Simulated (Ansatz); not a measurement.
Cost and result for the atomization energy of `C[C@H](F)[Si@H](F)Cl` (11 atoms, 10 bonds).

Cartesian coordinates in Å:
```
C -0.671 0.767 -1.043
C 0.051 -0.447 -0.511
F -0.786 -1.565 -0.602
Si 0.547 -0.288 1.301
F 1.464 1.008 1.440
Cl 1.628 -1.908 1.887
H -1.563 0.991 -0.453
H -0.978 0.601 -2.078
H -0.011 1.637 -1.015
H 0.937 -0.661 -1.121
H -0.619 -0.135 2.194
```

Total charge 0; spin multiplicity 1. Geometry: relaxed with PBE0-D4/def2-TZVP. It is one conformer, not always the lowest. Program: Ansatz. All runs use 4 threads of an Arm Neoverse V2 on a shared host. Times are those of one run each, without the atoms' runs, and a repeat can differ threefold. Electronic energies, without spin–orbit coupling; frozen cores. CCSD(T)/CBS adds CCSD(T) − MP2 in def2-TZVPP to the MP2 limit, and its time is that of the two runs behind it. T1 = 0.011. B3LYP takes the VWN-RPA correlation (the form of Gaussian; ORCA's B3LYP/G).

CCSD(T)/CBS is a level of theory with its own doubt, some kJ/mol a heavy atom from the limit and from the frozen cores, so smaller differences don't rank the functionals.

| level | functions | wall time | atomization (kJ/mol) | difference from CCSD(T)/CBS | per bond |
| --- | --- | --- | --- | --- | --- |
| PBE-D4/def2-TZVPP (with forces) | 278 | 2.7 s | 4263.5 | 65.6 | 6.6 |
| PBE0-D4/def2-TZVPP | 278 | 3.5 s | 4189.6 | -8.3 | -0.8 |
| B3LYP-D4/def2-TZVPP (with forces) | 278 | 5.5 s | 4170.5 | -27.4 | -2.7 |
| r2SCAN-D4/def2-TZVPP (with forces) | 278 | 5.5 s | 4206.5 | 8.6 | 0.9 |
| B2PLYP/def2-TZVPP | 278 | 6 s | 4139.2 | -58.7 | -5.9 |
| ωB97X-V/def2-TZVPP | 278 | 8.5 s | 4206.5 | 8.6 | 0.9 |
| ωB97M-V/def2-TZVPP (with forces) | 278 | 13 s | 4206.2 | 8.3 | 0.8 |
| MP2/def2-QZVPP | 518 | 26 s | 4250.4 | 52.5 | 5.2 |
| CCSD(T)/def2-TZVPP | 278 | 4.9 min | 4084.4 | -113.5 | -11.4 |
| CCSD(T)/CBS(def2) | – | 5.3 min | 4197.9 | 0.0 | 0.0 |

From PBE to PBE0 (25 % exact exchange), in def2-TZVPP and without D4, the atomization energy moves by −70.1 kJ/mol: exact exchange takes away binding that semilocal exchange gives to molecules. The D4 term adds +39.8 kJ/mol with B3LYP and +21.0 kJ/mol with PBE0; it sums over pairs of atoms, weighted by their polarisabilities, and B3LYP, whose exchange is more repulsive, gets the larger term. In def2-TZVPP, CCSD(T) changes the Hartree–Fock value by +962.5 kJ/mol (the triples alone add +60.0 kJ/mol) and MP2 by +1060.7 kJ/mol; breaking electron pairs costs correlation energy, which Hartree–Fock lacks.
